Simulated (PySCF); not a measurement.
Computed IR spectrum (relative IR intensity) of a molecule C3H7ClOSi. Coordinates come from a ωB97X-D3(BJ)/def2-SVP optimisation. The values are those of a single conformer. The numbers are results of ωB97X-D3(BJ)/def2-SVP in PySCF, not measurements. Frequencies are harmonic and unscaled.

Lines under 2 % of the strongest are left out, and lines within 2 cm⁻¹ are merged.

| ν (cm⁻¹) | relative intensity |
|---|---|
| 177 | 4.3 |
| 232 | 8.1 |
| 241 | 30 |
| 283 | 5.4 |
| 359 | 8.1 |
| 419 | 8.9 |
| 570 | 8.3 |
| 679 | 25 |
| 722 | 16 |
| 730 | 10.0 |
| 771 | 8.4 |
| 803 | 33 |
| 847 | 27 |
| 852 | 55 |
| 894 | 100 |
| 951 | 50 |
| 965 | 16 |
| 1129 | 11 |
| 1286 | 20 |
| 1392 | 6.8 |
| 1438 | 2.9 |
| 1719 | 6.8 |
| 2246 | 67 |
| 3940 | 46 |

Problem. Which structure fits?
A) C=C[Si@H](Cl)OC
B) CC(=O)[Si@@H](C)Cl
C) O[C@H]1C[Si@@H](Cl)C1
D) C=C(Cl)[Si@@H](C)O

Solution. D, C=C(Cl)[Si@@H](C)O
